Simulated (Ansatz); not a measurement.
Pb2O4. The state is a singlet with charge 0. Geometry PBE-D4/def2-SVP, basis def2-TZVP, Ansatz.

Cartesian coordinates in Å:
```
Pb 0.577 0.141 -1.541
Pb -0.577 -0.141 1.541
O 0.820 1.402 0.435
O -1.571 -0.071 -0.595
O -0.820 -1.402 -0.435
O 1.571 0.071 0.595
```

| run | HOMO (eV) | LUMO (eV) |
| --- | --- | --- |
| A | -8.83 | 0.10 |
| B | -4.99 | -2.27 |
| C | -4.73 | -2.46 |
| D | -6.16 | -1.78 |
| E | -4.63 | -2.35 |

In the def2 sets Pb takes a core potential; there is no spin–orbit coupling. LC-ωPBE has ω = 0.4 bohr⁻¹. The structure holds 2 bonds between oxygen atoms, so isomers without such links may lie far lower. Another isomer (triplet) lies 0.98 eV lower at PBE0-D4/def2-TZVP; other spin states weren't run for this one.

Q: The runs used LC-ωPBE, PBE, PBE0, r2SCAN, revPBE. Estimate which is which.

A: A LC-ωPBE (range-separated); B r2SCAN (0 % exact exchange); C PBE (0 % exact exchange); D PBE0 (25 % exact exchange); E revPBE (0 % exact exchange). Exact exchange lowers occupied and raises empty levels; among semilocal functionals meta-GGAs tend to open the gap a little, and such runs are hard to tell apart. The gap grows from 2.27 eV (PBE) to 8.93 eV (LC-ωPBE). The restricted singlet is unstable towards broken spin symmetry in Hartree–Fock (as tested in another run); at LC-ωPBE/def2-TZVP, r2SCAN-D4/def2-TZVP, PBE-D4/def2-TZVP, PBE0-D4/def2-TZVP and others this wasn't settled.
